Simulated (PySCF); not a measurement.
# Assigning NMR signals

Geometry:
```
atom   x (Å)   y (Å)   z (Å)
  C1   3.301  -0.349  -0.892
  O2   1.889  -0.444  -0.798
  C3   1.312   0.327   0.139
  O4   1.939   1.062   0.862
  C5  -0.162   0.170   0.177
  C6  -0.880   0.917   1.108
  C7  -2.255   0.802   1.176
  C8  -2.921  -0.059   0.317
  C9  -2.210  -0.804  -0.611
 C10  -0.834  -0.693  -0.684
 H11   3.599   0.674  -1.130
 H12   3.766  -0.638   0.053
 H13   3.599  -1.028  -1.687
 H14  -0.339   1.580   1.765
 H15  -2.811   1.381   1.898
 H16  -3.996  -0.149   0.370
 H17  -2.733  -1.474  -1.278
 H18  -0.273  -1.269  -1.403
```

[PySCF 2.14: GIAO PBE0/pcSseg-1 shieldings; GFN2-xTB geometry; no solvent model; one averaged value for each set of equivalent atoms; relativity neglected; single conformer]

Chemical shifts δ = σref − σ; TMS for 13C (σ = 186.93 ppm) and 1H (σ = 31.72 ppm), all at this level.

Question: Assign these signals to the numbered atoms. 13C{1H} NMR (computed): δ 173.2, 138.9, 136.8, 134.8, 133.5, 54.0.

Answer: 
| δ (ppm) | atoms | environment | reason |
| --- | --- | --- | --- |
| 173.2 | C3 | ester carbonyl carbon | it is a carbonyl in resonance with an O or N lone pair, the region of acids, esters and amides |
| 138.9 | C8 | aromatic CH | the aromatic region |
| 136.8 | C6/C10 | aromatic CH | – |
| 134.8 | C5 | substituted aromatic carbon | – |
| 133.5 | C7/C9 | aromatic CH | the aromatic region |
| 54.0 | C1 | methyl carbon bonded to O | the inductive effect lowers its shielding |

C5 and C7/C9 lie closer than the usual error of such a calculation, so a measured spectrum could show them in the other order.

Question: Assign these signals to the numbered atoms. 1H NMR (500 MHz, computed): δ 8.54 (d, 2H), 7.81 (m, 1H), 7.75 (m, 2H), 4.13 (s, 3H).

Answer: 
8.54 → H14/H18, hydrogen on an aromatic CH: ring current plus the deshielding of an ortho carbonyl group
7.81 → H16, hydrogen on an aromatic CH
7.75 → H15/H17, hydrogen on an aromatic CH
4.13 → H11/H12/H13, hydrogen on a methyl carbon bonded to O: its carbon carries O, which withdraws density

H16 and H15/H17 lie closer than the usual error of such a calculation, so a measured spectrum could show them in the other order.

Shifts are as computed. Against solution values, carbons near 30 ppm lie about +3 ppm off and those near 130 ppm about +5 ppm. Of 1211 compounds with measured shifts, 218 miss one by over three times the rms of a fit or turn the order of signals round; such compounds aren't used in these exercises. Multiplicities follow the n + 1 count of equivalent neighbours, as no J values were calculated; m marks all less simple cases, F and P coupling included.
